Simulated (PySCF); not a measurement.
A PySCF script (with the pyscf-properties extension) for the NMR shieldings of C₆H₁₆NPSi, on a GFN2-xTB geometry:

```python
import basis_set_exchange as bse
import numpy as np
from pyscf import gto, dft
from pyscf.prop import nmr

atoms = """
C    -0.549615   -2.107129   -1.632877
P    -0.388530   -0.455662   -1.783547
N    -1.487515    0.238193   -0.715126
C    -1.818314    1.633854   -0.872366
C    -2.233635   -0.444677    0.307705
C     1.423126   -0.296542    1.248922
C     1.535738   -1.771445    1.440487
C     1.984023    0.385414    0.258116
Si    1.897540    2.244179    0.030871
H    -1.261423   -2.631418   -1.020588
H     0.129264   -2.716630   -2.202754
H    -2.869288    1.758068   -1.153677
H    -1.192478    2.062837   -1.651932
H    -1.641568    2.177336    0.060224
H    -2.347673    0.214108    1.171366
H    -3.230999   -0.737791   -0.038930
H    -1.694927   -1.335218    0.624191
H     0.831107    0.220178    1.994888
H     1.945467   -1.995521    2.425805
H     2.174736   -2.213805    0.679758
H     0.551633   -2.237167    1.380763
H     2.569830   -0.171202   -0.466069
H     3.227749    2.815619    0.271489
H     0.950443    2.822472    0.989636
H     1.484373    2.566092   -1.337220
"""
names = dict.fromkeys(["C", "P", "N", "Si", "H"], "pcSseg-1")
basis = {el: gto.basis.parse(bse.get_basis(n, elements=[el], fmt="nwchem")) for el, n in names.items()}
mol = gto.M(atom=atoms, basis=basis, charge=0, verbose=0)
mf = dft.RKS(mol, xc="PBE0")
mf.grids.level = 2
mf.grids.alignment = dft.numint.BLKSIZE   # the property module wants whole blocks of grid points
mf.conv_tol = 1e-9
mf.kernel()

calc = nmr.RKS(mf)   # GIAO
C = mf.mo_coeff
Co = C[:, mf.mo_occ > 0]
resp = mf.gen_response(singlet=True, hermi=2)
def vind(x):   # induced exchange potential for any number of trial vectors
    d = np.einsum("pi,xij,qj->xpq", C, 2 * x.reshape(-1, C.shape[1], Co.shape[1]), Co, optimize=True)
    return np.einsum("xpq,pi,qj->xij", resp(d - d.transpose(0, 2, 1)), C, Co, optimize=True).ravel()
mo1, _ = nmr.rhf.solve_mo1(calc, with_cphf=vind)
sigma = calc.kernel(mo1)
for i, s in enumerate(sigma):   # ppm
    print("%2d %-2s %9.2f" % (i, mol.atom_pure_symbol(i), np.trace(s) / 3))
```

Q: Give the expected output.

A: 
```
 0 C      71.24
 1 P      21.73
 2 N     178.67
 3 C     141.34
 4 C     146.87
 5 C      32.14
 6 C     158.16
 7 C      55.54
 8 Si    424.01
 9 H      26.21
10 H      26.48
11 H      28.87
12 H      28.49
13 H      28.89
14 H      29.23
15 H      28.96
16 H      28.63
17 H      25.47
18 H      29.64
19 H      30.14
20 H      29.85
21 H      25.95
22 H      27.50
23 H      27.76
24 H      27.38
```

These numbers come from an equivalent density-fitted implementation of the same equations, which agrees with the script to about 0.01 ppm for H and up to a few tenths of a ppm for heavy atoms, so last digits may differ.

Size and cost of the density-fitted run: 247 basis functions, 74 s wall time on 1 thread of an Arm Neoverse V1, shared host.
